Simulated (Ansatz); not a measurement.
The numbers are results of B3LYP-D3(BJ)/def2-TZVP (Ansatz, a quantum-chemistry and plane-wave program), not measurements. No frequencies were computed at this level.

Ansatz 0.2 input:
```yaml
crystal:
  periodic: [false, false, false]
  atoms:
    - { symbol: O, position_ang: [-1.120701, -0.278192, 0.006334] }
    - { symbol: In, position_ang: [0.587008, 0.794184, 0.034949] }
    - { symbol: Cl, position_ang: [2.53741, -0.600605, -0.087998] }
    - { symbol: H, position_ang: [-2.003717, 0.084613, 0.046715] }
basis:
  gaussian: { orbitals: def2-tzvp }
hamiltonian:
  xc: b3lyp
  dispersion: d3bj
relax:
  max_steps: 150
magnetization:
  spin_polarized: true
  initial_magnetization: 1
```

Output:

```
Functional definition: B3LYP
923 factors; their error is unknown
mean field evaluation 1: about -19756.1261 eV, gradient 4.8e1 eV
mean field evaluation 2: about -19644.7578 eV, gradient 1.4e2 eV
mean field evaluation 4: about -19763.8174 eV, gradient 1.4e1 eV
mean field evaluation 8: about -19764.6991 eV, gradient 2.1e-1 eV
mean field evaluation 16: about -19764.7714 eV, gradient 7.4e-4 eV
mean field -19764.77135210 eV, -726.3419501464 hartree, gradient 4.0e-5 eV, S^2 0.754710; 0 other end points of the search recorded, 0 dependent functions left out
reference -19764.77159009 eV, -726.3419588926 hartree; 24, 23 occupied and 100, 101 virtual orbitals, 923 factors
relax step   1: F+E_penalty+E_count = -19764.90807720 eV  Δ(F+E_penalty+E_count) = +0.000e0 eV  max|allowed force component| = 4.882e-1 eV/Å  Δτ_max = 0.0000 Å  (34 SCF iters, accepted)
these checks for a lower state are left out or cut short: starts, cluster_reference, orbital_swaps, neighbouring_geometries, increment
923 factors; their error is unknown
mean field -19764.79697053 eV, -726.3428916063 hartree, gradient 2.5e-5 eV, S^2 0.754617; 0 other end points of the search recorded, 0 dependent functions left out
reference -19764.79720790 eV, -726.3429003297 hartree; 24, 23 occupied and 100, 101 virtual orbitals, 923 factors
relax step   2: F+E_penalty+E_count = -19764.93379342 eV  Δ(F+E_penalty+E_count) = -2.572e-2 eV  max|allowed force component| = 2.177e-1 eV/Å  Δτ_max = 0.0505 Å  (35 SCF iters, accepted)
these checks for a lower state are left out or cut short: starts, cluster_reference, orbital_swaps, neighbouring_geometries, increment
923 factors; their error is unknown
mean field evaluation 32: about -19764.8043 eV, gradient 1.1e-5 eV
mean field -19764.80429719 eV, -726.3431608561 hartree, gradient 1.1e-5 eV, S^2 0.754746; 0 other end points of the search recorded, 0 dependent functions left out
reference -19764.80453452 eV, -726.3431695780 hartree; 24, 23 occupied and 100, 101 virtual orbitals, 923 factors
relax step   3: F+E_penalty+E_count = -19764.94054721 eV  Δ(F+E_penalty+E_count) = -6.754e-3 eV  max|allowed force component| = 5.262e-1 eV/Å  Δτ_max = 0.0838 Å  (35 SCF iters, accepted)
these checks for a lower state are left out or cut short: starts, cluster_reference, orbital_swaps, neighbouring_geometries, increment
923 factors; their error is unknown
mean field -19764.80898703 eV, -726.3433332046 hartree, gradient 1.6e-5 eV, S^2 0.754770; 0 other end points of the search recorded, 0 dependent functions left out
reference -19764.80922445 eV, -726.3433419296 hartree; 24, 23 occupied and 100, 101 virtual orbitals, 923 factors
relax step   4: F+E_penalty+E_count = -19764.94509993 eV  Δ(F+E_penalty+E_count) = -4.553e-3 eV  max|allowed force component| = 1.628e-1 eV/Å  Δτ_max = 0.0160 Å  (37 SCF iters, accepted)
these checks for a lower state are left out or cut short: starts, cluster_reference, orbital_swaps, neighbouring_geometries, increment
923 factors; their error is unknown
mean field -19764.80929588 eV, -726.3433445546 hartree, gradient 1.4e-5 eV, S^2 0.754778; 0 other end points of the search recorded, 0 dependent functions left out
reference -19764.80953322 eV, -726.3433532767 hartree; 24, 23 occupied and 100, 101 virtual orbitals, 923 factors
relax step   5: F+E_penalty+E_count = -19764.94555937 eV  Δ(F+E_penalty+E_count) = -4.594e-4 eV  max|allowed force component| = 8.758e-3 eV/Å  Δτ_max = 0.0099 Å  (38 SCF iters, accepted)
923 factors; their error is unknown
mean field evaluation 64: about -19764.8093 eV, gradient 1.8e-3 eV
mean field -19764.80929588 eV, -726.3433445546 hartree, gradient 3.9e-5 eV, S^2 0.754778; 1 other end points of the search recorded, 0 dependent functions left out
reference -19764.80953322 eV, -726.3433532767 hartree; 24, 23 occupied and 100, 101 virtual orbitals, 923 factors
Total energy: -19764.94579671 eV, -726.3483608675 hartree
Atom 0 at    -1.166738    -0.358062     0.002765 Å, force    -0.002571     0.008758     0.000630 eV/Å
Atom 1 at     0.552922     0.716497     0.031026 Å, force    -0.001297    -0.006738    -0.000348 eV/Å
Atom 2 at     2.574063    -0.548320    -0.085693 Å, force    -0.003695     0.002963     0.000229 eV/Å
Atom 3 at    -1.960247     0.189885     0.051902 Å, force     0.007564    -0.004984    -0.000510 eV/Å
Dipole moment:    -0.409583     0.679014     0.048801 e Å
```

Cost: around 19 core-seconds (rough).
